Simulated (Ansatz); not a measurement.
Reaction (ligand exchange at the Si–N bond): `C=C[SiH2]NC` + HBr → `C=C[SiH2]Br` + CH₃NH₂

Program: Ansatz. Geometries: PBE0-D4/def2-TZVP. ΔE: electronic, gas phase. CCSD(T)/CBS is the MP2 limit (def2-TZVPP, def2-QZVPP) plus CCSD(T) − MP2 in def2-TZVPP, frozen cores. DFT in def2-TZVPP. B3LYP here is the variant with VWN-RPA as its local correlation; programs differ in this. For Br outer-core shells are correlated without core-valence functions, which leaves a few kJ/mol of doubt a bond. Scalar relativity is left out up to krypton. Each species was taken in one conformer, which may not be the lowest.

```
             level  ΔE (kJ/mol)  difference from CCSD(T)/CBS
         revPBE-D4        -47.7                          3.2
           BLYP-D4        -43.7                          7.2
          B3LYP-D4        -45.8                          5.1
            B2PLYP        -49.5                          1.4
            revPBE        -58.6                         -7.7
           r2SCANh        -52.0                         -1.1
           r2SCAN0        -52.7                         -1.8
RPA@PBE/def2-TZVPP        -42.6                          8.3
     CCSD/def2-SVP        -40.0                         10.9
   CCSD/def2-TZVPP        -45.9                          5.0
       CCSD(T)/CBS        -50.9                            0
```

Q: What do rigid-rotor, harmonic-oscillator terms from PBE0-D4/def2-TZVP frequencies (298.15 K, 1 bar) make of the CCSD(T)/CBS value? (An estimate is asked.)

A: Computed: ΔZPE = +12.3 kJ/mol, ΔH = -40.7 kJ/mol, ΔS = 17 J/(mol·K), ΔG = -45.8 kJ/mol.

Largest T1 diagnostic among the species: 0.011.

At CCSD(T), def2-SVP lies +11.9 kJ/mol from the extrapolated value and def2-TZVPP +5.7 kJ/mol. Leaving LDA and LC-ωPBE aside and taking each functional with its dispersion term where it has one, the values, not all of them listed here, spread over 10.3 kJ/mol, from PBE-QIDH to CAM-B3LYP-D4. LDA lies +13.2 kJ/mol from PBE without D4. The D4 term adds +4.8 kJ/mol with B3LYP and +2.8 kJ/mol with PBE0; it sums over pairs of atoms, weighted by their polarisabilities, and B3LYP, whose exchange is more repulsive, gets the larger term.

CCSD(T)/CBS has its own doubt, a few kJ/mol and more with outer-core shells, so smaller differences from it don't rank the levels.
